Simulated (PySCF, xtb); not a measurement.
BFH₄O₃Si, SMILES OB(O)O[SiH2]F.

Geometry optimised at PBE0-D3(BJ)/def2-SVP. This is a generated structure with no PubChem entry under its InChIKey; it may be hypothetical. One conformer was computed; it need not be the lowest.

Level of theory: IEF-PCM-ωB97X/def2-SVP (PySCF).

The values are the electrostatic part of the solvation free energy, E(continuum) − E(gas) at the gas-phase geometry, in a cavity of scaled van der Waals radii (PySCF's table); cavitation and dispersion terms are not included. In vacuum the orbital gap is 14.58 eV. The dipole moment in vacuum is 2.45 D.

```tsv
solvent	ε	ΔG(elec) (kcal/mol)	dipole (D)	gap (eV)
water	78.36	-8.7	2.90	14.86
toluene	2.37	-3.9	2.66	14.78
benzene	2.27	-3.7	2.65	14.77
```

For comparison, GFN2-xTB/ALPB(water) (xtb, at the GFN2-xTB geometry, all terms of that model) gives -8.2 kcal/mol.
